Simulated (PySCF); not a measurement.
**Correlation energy of C⁺ (carbon, charge +1)**

[He] 2s2 2p1, 2P determinant. Calculation: PySCF 2.14, in ANO-RCC-VQZP (5s4p3d2f1g, 55 functions); scalar relativity by spin-free X2C-1e. Frozen: nothing; 5 electrons correlated.

MP2 pair energies summed by pair of shells (mhartree):

| pair | energy | share (%) |
| --- | --- | --- |
| 2s-2s | -30.69 | 44.3 |
| 2s-2p | -23.63 | 34.1 |
| 1s-1s | -9.07 | 13.1 |
| 1s-2s | -3.62 | 5.2 |
| 1s-2p | -2.33 | 3.4 |

Total MP2 correlation energy: -69.33 mhartree.

Same-spin part -5.90 and opposite-spin part -63.43 mhartree; SCS-MP2 scales them by 1/3 and 6/5 to -78.08 mhartree.
